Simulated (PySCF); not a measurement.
## ECD: `InChI=1S/C5H15NSi/c1-4(6-3)5(2)7/h4-6H,1-3,7H3/t4-,5-/m1/s1`

Geometry:
```csv
atom,x (Å),y (Å),z (Å)
C1,-1.998,-1.385,0.760
N2,-0.888,-0.997,-0.084
C3,-0.413,0.374,0.072
C4,-1.308,1.412,-0.605
C5,1.021,0.360,-0.454
C6,1.874,1.467,0.148
Si7,1.658,-1.399,-0.058
H8,-2.225,-2.436,0.583
H9,-1.704,-1.267,1.803
H10,-2.911,-0.798,0.589
H11,-1.124,-1.157,-1.059
H12,-0.383,0.575,1.149
H13,-1.374,1.213,-1.675
H14,-0.900,2.410,-0.466
H15,-2.312,1.397,-0.186
H16,0.997,0.503,-1.539
H17,1.458,2.452,-0.067
H18,1.941,1.355,1.229
H19,2.882,1.432,-0.258
H20,1.239,-2.386,-1.050
H21,1.329,-1.781,1.311
H22,3.130,-1.325,-0.142
```

Theory: TDDFT CAM-B3LYP/def2-SVPD circular dichroism and optical rotation, one conformer, gas phase in PySCF. Geometry: GFN2-xTB.

The molecule is flexible and this is one conformer; a measurement averages over conformers.

Question: Assign R or S to each stereocentre.

Answer: C3 R, C5 R.

Question: Which excitations and rotatory strengths does the calculation give?

Answer: Rotatory strengths R in 10⁻⁴⁰ esu² cm², velocity form and length form (origin at the centre of mass); f in length form.
| state | E (eV) | λ (nm) | f | R (velocity) | R (length) | main |
| --- | --- | --- | --- | --- | --- | --- |
| 1 | 6.25 | 198 | 0.002 | -8.4 | -8.6 | HOMO→LUMO 0.77, HOMO→LUMO+3 0.10 |
| 2 | 6.96 | 178 | 0.013 | +10.4 | +10.9 | HOMO→LUMO+3 0.52, HOMO→LUMO+1 0.24 |
| 3 | 7.17 | 173 | 0.002 | -5.7 | -5.6 | HOMO→LUMO+1 0.44, HOMO→LUMO+4 0.16 |
| 4 | 7.34 | 169 | 0.014 | +6.4 | +6.2 | HOMO→LUMO+2 0.77, HOMO→LUMO+1 0.09 |
| 5 | 7.60 | 163 | 0.002 | +4.0 | +4.5 | HOMO−1→LUMO 0.59, HOMO−1→LUMO+1 0.18 |
| 6 | 7.69 | 161 | 0.003 | -3.0 | -3.1 | HOMO→LUMO+4 0.64, HOMO−1→LUMO 0.09 |
| 7 | 7.79 | 159 | 0.012 | +18.5 | +17.0 | HOMO→LUMO+5 0.77 |
| 8 | 7.96 | 156 | 0.009 | -3.3 | -1.8 | HOMO→LUMO+6 0.62, HOMO→LUMO+7 0.19 |

Among the states computed, the strongest CD band (largest |R|) is state 7. The largest dissymmetry factor in size, g = 4R/(D+G), with D and G the electric and magnetic dipole strengths, is -0.03 for state 3 (velocity form, f = 0.002), among bands with |R| over 0.5. The mirror image has the same energies and oscillator strengths and all R with the opposite sign.
